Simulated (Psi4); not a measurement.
Approach curve of the dimer CO ··· H6Si2 (SMILES [C-]#[O+] and [SiH3][SiH3]), singlet. Monomers: optimised at B3LYP-D3(BJ) (def2-TZVP), held rigid. Orientation: a random orientation, not optimised. R is the distance of the centres of mass, along which the second monomer moves.

Geometry at R = 4.67 Å (first 2 atoms: monomer A):
```
10

C      0.5625     0.0000     0.0000
O     -0.5625     0.0000     0.0000
Si     4.2763    -2.4705     1.3978
Si     4.0220    -1.4385    -0.6918
H      4.9652    -3.7753     1.2467
H      2.9508    -2.7037     2.0211
H      5.0804    -1.6119     2.3012
H      3.2178    -2.2970    -1.5952
H      3.3332    -0.1336    -0.5407
H      5.3475    -1.2053    -1.3152
```

Levels: PBE/def2-TZVP, counterpoise-corrected (Psi4); PBE-D3(BJ)/def2-TZVP, counterpoise-corrected (Psi4); SAPT0/jun-cc-pVDZ, frozen core (Psi4).

Interaction energies in kJ/mol; the last columns give the difference from SAPT0:

| R / Å | PBE/def2-TZVP | PBE-D3(BJ)/def2-TZVP | SAPT0/jun-cc-pVDZ | PBE/def2-TZVP − SAPT0/jun-cc-pVDZ | PBE-D3(BJ)/def2-TZVP − SAPT0/jun-cc-pVDZ |
|---|---|---|---|---|---|
| 4.08 | 20.16 | 15.31 | 23.41 | -3.25 | -8.10 |
| 4.26 | 11.58 | 7.31 | 13.45 | -1.87 | -6.14 |
| 4.47 | 5.61 | 1.98 | 6.48 | -0.87 | -4.50 |
| 4.67 | 2.45 | -0.62 | 2.82 | -0.37 | -3.43 |
| 4.84 | 0.95 | -1.69 | 1.10 | -0.15 | -2.79 |
| 5.06 | -0.06 | -2.19 | -0.02 | -0.04 | -2.17 |
| 5.37 | -0.55 | -2.10 | -0.54 | 0.00 | -1.56 |
| 5.65 | -0.57 | -1.73 | -0.59 | 0.02 | -1.14 |
| 6.14 | -0.36 | -1.05 | -0.44 | 0.07 | -0.61 |
| 6.87 | -0.12 | -0.44 | -0.23 | 0.11 | -0.22 |
| 7.89 | -0.02 | -0.15 | -0.09 | 0.08 | -0.05 |
| 9.19 | 0.00 | -0.05 | -0.03 | 0.03 | -0.02 |

PBE/def2-TZVP is furthest from SAPT0/jun-cc-pVDZ at 4.08 (-3.25 kJ/mol, below); its mean absolute difference over the points is 0.57 kJ/mol.

PBE-D3(BJ)/def2-TZVP is furthest from SAPT0/jun-cc-pVDZ at 4.08 (-8.10 kJ/mol, below); its mean absolute difference over the points is 2.56 kJ/mol.
